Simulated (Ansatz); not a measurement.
Which is lower?

The two ends of one reaction step of CH₈GaN, closed shell (PBE0-D4/def2-TZVP).

A:

| atom | x (Å) | y (Å) | z (Å) |
| --- | --- | --- | --- |
| Ga1 | 0.6248 | -0.6435 | 0.3710 |
| C2 | 1.1415 | 0.8122 | -0.8815 |
| H3 | 0.5282 | -2.1232 | -0.1943 |
| H4 | 0.9788 | -0.4735 | 1.9086 |
| H5 | -1.6759 | 0.6653 | 0.8948 |
| N6 | -1.4989 | -0.2623 | 0.5266 |
| H7 | 0.6333 | 0.7236 | -1.8458 |
| H8 | 0.9292 | 1.8029 | -0.4697 |
| H9 | 2.2159 | 0.7718 | -1.0809 |
| H10 | -1.9279 | -0.9370 | 1.1494 |
| H11 | -1.9493 | -0.3365 | -0.3784 |

B:

Ga1  (0.042, -1.396, 0.689)
C2  (0.939, 1.424, -0.976)
H3  (0.393, -2.129, -0.644)
H4  (1.036, -1.040, 1.840)
H5  (-0.060, 1.346, -0.545)
N6  (-1.697, -0.945, 0.944)
H7  (0.975, 0.875, -1.917)
H8  (1.169, 2.474, -1.157)
H9  (1.679, 1.015, -0.286)
H10  (-2.045, -0.488, 1.769)
H11  (-2.431, -1.137, 0.283)
(Å)

Ansatz 0.2.0; basis: def2-TZVPP; cores frozen in the correlated methods. Filled d shells of the heavier atoms are correlated. The def2 sets are not built for correlating such inner shells, so the correlated values are less sure here. B3LYP uses VWN-RPA correlation.

Task: Which structure is lower at CCSD(T), and by how much? (Judge from chemistry; the value comes from the calculation.)

Result: Computed: A, by 19.4 kJ/mol (electronic energy, against the other). By their contacts, A is CH₈GaN ([CH3][GaH2][NH3]) and B is a complex of GaNH₄ ([NH2][GaH2]) + CH₄.

All methods give the same order:

| method | E(B) − E(A) (kJ/mol) |
| --- | --- |
| SPW92 | 31.9 |
| PBE-D4 | 15.1 |
| BLYP-D4 | 3.0 |
| r2SCAN-D4 | 17.6 |
| B97M-V | 13.9 |
| PBE0-D4 | 20.4 |
| B3LYP-D4 | 8.4 |
| r2SCAN0-D4 | 21.2 |
| BHLYP-D4 | 12.9 |
| CAM-B3LYP-D4 | 11.2 |
| wB97X-V | 15.6 |
| wB97M-V | 16.7 |
| B2PLYP | 9.5 |
| PBE-QIDH | 22.7 |
| RPA on PBE | 16.7 |
| HF | 2.3 |
| MP2 | 18.9 |
| CCSD | 17.9 |
| CCSD(T) | 19.4 |

T1 diagnostic: at most 0.013.

Labels in which every atom is bracketed show which atoms are joined, not bond orders.

For scale, one of the runs: CCSD(T)/def2-TZVPP, 222 basis functions, launched by `ansatz run in.yaml --threads 4 --pin off --events-out ev --progress --plain --max-ram 9574MiB`. The run took 2.7 min on 4 CPU threads of an AMD EPYC (shared host), with 3.5 GiB of host memory at its peak.
